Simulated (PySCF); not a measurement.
## A survey of ¹⁹F NMR shifts

- geometry: GFN2-xTB
- shieldings: GIAO PBE0/pcSseg-1
- code: PySCF 2.14.0 with density-fitted response routines
- no solvent model, relativity neglected, one conformer, averaged over atoms made equivalent by symmetry, fast rotation or ring inversion

Shieldings were converted by a linear fit to measured shifts: ¹⁹F (scatter 6.0 ppm rms, 7.0 ppm with the 5 outliers that the fit left out vs CFCl3, solution or neat liquid, with a term for F on sp3 carbon). A few per cent of atoms miss by over 2 rms, more outside the fitted compound classes.

Give the ¹⁹F shifts of `C=C(F)/C=C\[SiH2]C#N`, `C[C@@H]1CC[C@@H](C(=O)Cl)[C@H]1F`, `FC[C@@H]1O[C@@H](C(F)(F)F)C[C@H]1Cl`, `CCO[C@@H](CC)C(F)=C(F)F`.

## Answers


| compound | environment | δ (ppm) |
| --- | --- | --- |
| C=C(F)/C=C\[SiH2]C#N | vinylic fluorine | -117.6 |
| C[C@@H]1CC[C@@H](C(=O)Cl)[C@H]1F | fluorine on an sp3 carbon | -192.6 |
| [F:1][CH2:2][C@@H:3]1[O:4][C@@H:5]([C:6]([F:7])([F:8])[F:9])[CH2:10][C@H:11]1[Cl:12] | F7/8/9: fluorine of a CF3 group (×3) | -79.7 |
| [F:1][CH2:2][C@@H:3]1[O:4][C@@H:5]([C:6]([F:7])([F:8])[F:9])[CH2:10][C@H:11]1[Cl:12] | F1: fluorine on an sp3 carbon | -232.5 |
| [CH3:1][CH2:2][O:3][C@@H:4]([CH2:5][CH3:6])[C:7]([F:8])=[C:9]([F:10])[F:11] | F10: vinylic fluorine | -98.9 |
| [CH3:1][CH2:2][O:3][C@@H:4]([CH2:5][CH3:6])[C:7]([F:8])=[C:9]([F:10])[F:11] | F11: vinylic fluorine | -121.6 |
| [CH3:1][CH2:2][O:3][C@@H:4]([CH2:5][CH3:6])[C:7]([F:8])=[C:9]([F:10])[F:11] | F8: vinylic fluorine | -184.5 |
